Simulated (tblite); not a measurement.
Run record: tight-binding relaxation, `C=C[C@H](C)/C=C/C#N`.

Computed with GFN2-xTB geometry optimisation, gas phase (tblite 0.8.0). Start geometry: from a force field or distance geometry. The input is one job of a driver script: a line of settings, then coordinates in Å.

Command:
```bash
OMP_NUM_THREADS=1 python probes_run.py task.json out
```

Input:
```
{"job": {"kind": "relax", "xc": "GFN2-xTB", "basis": "xTB"}, "charge": 0, "multiplicity": 1}
C     -2.231600     0.750000    -1.071600
C     -1.345800     0.792900    -0.087600
C     -0.352800    -0.322500     0.225400
C     -0.563000    -0.825700     1.640300
C      1.050700     0.171700     0.044600
C      1.888200    -0.303000    -0.897700
C      3.220000     0.191600    -1.044500
N      4.309100     0.588300    -1.156500
H     -2.913400     1.582000    -1.233100
H     -2.326500    -0.098300    -1.736400
H     -1.310600     1.667900     0.559600
H     -0.550500    -1.164400    -0.456800
H      0.126300    -1.651200     1.879500
H     -1.576400    -1.214700     1.784700
H     -0.399400    -0.036800     2.395400
H      1.383600     0.965400     0.721000
H      1.585200    -1.081200    -1.576200
```

Output:
```
step      E/eV     max force
  0    -609.45814    2.171
  1    -609.43069    5.295
  2    -609.50981    0.654
  3    -609.51741    0.476
  4    -609.52237    0.228
  5    -609.52740    0.250
  6    -609.52968    0.155
  7    -609.53180    0.115
  8    -609.53328    0.128
  9    -609.53423    0.084
... (13 lines left out)
 23    -609.53693    0.020
 24    -609.53701    0.024
 25    -609.53709    0.027
 26    -609.53715    0.021
 27    -609.53720    0.015
 28    -609.53724    0.012
 29    -609.53727    0.013
 30    -609.53730    0.012
 31    -609.53732    0.010
 32    -609.53734    0.009
```

«max force» is the largest atomic force in eV/Å.

From which step on does the largest force stay under 0.1 eV/Å, and how much energy is left to gain from there?

From step 9 (0.084 eV/Å), 3.1 meV above the end.

In short: energy lowered by 1.8 kcal/mol over 32 steps; largest atomic force 0.009 eV/Å at the end.

Give the final coordinates.

0.036 Å rms from the input after alignment:
```
atom  x, y, z in Å
C1    -2.2136    0.7570   -1.0569
C2    -1.3239    0.7786   -0.0839
C3    -0.3670   -0.3441    0.2132
C4    -0.5624   -0.8298    1.6552
C5     1.0280    0.1611    0.0295
C6     1.8769   -0.2954   -0.8904
C7     3.1852    0.2051   -1.0253
N8     4.2557    0.6021   -1.1373
H9    -2.8837    1.5806   -1.2349
H10   -2.3144   -0.0891   -1.7171
H11   -1.2397    1.6382    0.5680
H12   -0.5537   -1.1729   -0.4769
H13    0.1315   -1.6367    1.8799
H14   -1.5779   -1.1944    1.7898
H15   -0.3902   -0.0184    2.3591
H16    1.3360    0.9549    0.6982
H17    1.6064   -1.0848   -1.5802
```

The run took 0.19 s wall on Arm Neoverse V1, one thread, shared host with 64 logical CPUs at a one-minute load of 26.
Labels such as C1 count atoms from 1, the log's own numbers from 0.
